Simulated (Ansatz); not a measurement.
One change: `O[SiH](F)S[SiH2]Cl` becomes `C=C[SiH](F)S[SiH2]Cl`.

Ansatz, PBE0-D4/def2-TZVP geometries, multiplicity 1. Each molecule was computed in one conformer, which needn't be the lowest.

| property | `O[SiH](F)S[SiH2]Cl` |
| --- | --- |
| LUMO energy (ωB97M-V/def2-TZVPP) / eV | 1.56 |
| LUMO energy (B3LYP/def2-TZVPP) / eV | -0.45 |
| HOMO–LUMO gap (PBE/def2-TZVPP) / eV | 5.75 |
| HOMO–LUMO gap (ωB97M-V/def2-TZVPP) / eV | 11.85 |
| HOMO energy (PBE/def2-TZVPP) / eV | -6.88 |
| HOMO–LUMO gap (B3LYP/def2-TZVPP) / eV | 7.41 |

What does the change do to each property? (Estimate.)

Computed: 
| property | `C=C[SiH](F)S[SiH2]Cl` | shift |
| --- | --- | --- |
| LUMO energy (ωB97M-V/def2-TZVPP) / eV | 0.94 | -0.62 |
| LUMO energy (B3LYP/def2-TZVPP) / eV | -1.29 | -0.84 |
| HOMO–LUMO gap (PBE/def2-TZVPP) / eV | 4.77 | -0.98 |
| HOMO–LUMO gap (ωB97M-V/def2-TZVPP) / eV | 11.12 | -0.73 |
| HOMO energy (PBE/def2-TZVPP) / eV | -6.84 | 0.04 |
| HOMO–LUMO gap (B3LYP/def2-TZVPP) / eV | 6.47 | -0.94 |

With PBE0 the HOMO rises by 0.10 eV and the LUMO falls by 0.86 eV, so the gap narrows by about 0.96 eV. PBE moves the HOMO by 0.04 eV and ωB97M-V by 0.10 eV.

B3LYP here is the variant with VWN-RPA as its local correlation; programs differ in this.
